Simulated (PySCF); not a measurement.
## CsLi⁺ from Hartree–Fock to correlated methods

State: ²Σ⁺ (doublet), unpaired electrons σ ↑. Set-up: Cs def2-SVP with ECP46, Li def2-SVP; scalar-relativistic core potentials (PySCF 2.14). De refers to Cs⁺ + Li in their ground configurations, without counterpoise correction. The functionals are run spin-unrestricted. A positive dipole points towards Li; it is taken about the centre of mass and depends on that origin.

```
      Level  Re (Å)  ωe (cm⁻¹)  De (eV)  μ (D)
        UHF   4.569        106    0.297   4.10
    UHF-MP2   4.460        112    0.341    n/a
UHF-SCS-MP2   4.477        111    0.333    n/a
   UHF-CCSD   4.437        113    0.350    n/a
UHF-CCSD(T)   4.434        113    0.352    n/a
        PBE   4.331        112    0.398   4.91
       PW91   4.320        112    0.416   5.01
       BP86   4.308        114    0.378   4.86
     r²SCAN   4.312        118    0.387   4.65
      TPSSh   4.325        119    0.385   4.72
       PBE0   4.333        115    0.381   4.68
```

Question: Which functional lies closest to UHF-CCSD(T) in De, which farthest, and by how much do they differ from it?

Answer: Closest is BP86 (-12.6 pm in Re, +0.9 % in ωe, +0.03 eV in De against UHF-CCSD(T) in the same basis), farthest PW91 (-11.4 pm in Re, -0.9 % in ωe, +0.06 eV in De). CCSD(T) converges more slowly with the basis than the functionals do and binds too weakly in this one, so the order can change at the basis-set limit.

Question: What does a quarter of exact exchange do here, going from PBE to PBE0?

Answer: PBE0 less PBE: +0.2 pm in Re, +2.7 % in ωe, -0.02 eV in De. Exact exchange removes part of the self-interaction that spreads semilocal densities, and in most molecules shortens and stiffens the bond and lowers De; here Re goes the other way.

Question: What does the step from GGA to meta-GGA do here, going from PBE to r²SCAN?

Answer: r²SCAN less PBE: -1.9 pm in Re, +5.4 % in ωe, -0.01 eV in De. 

Correlated steps freeze no core orbitals. The bond is weak. Basis-set superposition, not corrected here, can be much of De in a small basis, most of all at correlated wavefunction levels. Spin–orbit coupling is left out. For an ion De counts to the pair picked by the measured ionisation energies or electron affinities, which need not be the lowest pair at this level. The state was picked by a PBE0 search and need not be the measured ground state.

The whole job (state search and all levels along the bond) took about 0.84 min on 1 thread of Arm Neoverse N1 (shared host), peak memory 0.38 GiB.
